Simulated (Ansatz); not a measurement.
Ga2Se3. Charge 0, multiplicity 1. Geometry r2SCAN-D4/def2-SVP, basis def2-TZVP, Ansatz.

```xyz
5

Ga   -1.2593    0.9731    0.4388
Ga    0.8610   -1.3150   -0.5049
Se   -1.1425    3.0052    1.0673
Se    2.9721   -1.4348   -0.7640
Se   -1.4312   -1.2284   -0.2372
```

```tsv
run	HOMO (eV)	LUMO (eV)
A	-9.30	-0.99
B	-6.13	-3.52
C	-6.77	-3.17
D	-6.41	-3.40
E	-7.15	-2.81
```

HSE06 is defined as in plane-wave codes, on full-range PBE exchange. Another isomer (singlet) lies 0.13 eV lower at PBE0-D4/def2-TZVP; other spin states weren't run for this one.

Task: The runs used HSE06, PBE, PBE0, r2SCAN, ωB97X-V. Estimate which is which.

Result: A ωB97X-V (range-separated); B PBE (0 % exact exchange); C HSE06 (range-separated); D r2SCAN (0 % exact exchange); E PBE0 (25 % exact exchange). Exact exchange lowers occupied and raises empty levels; among semilocal functionals meta-GGAs tend to open the gap a little, and such runs are hard to tell apart. The gap grows from 2.61 eV (PBE) to 8.31 eV (ωB97X-V).
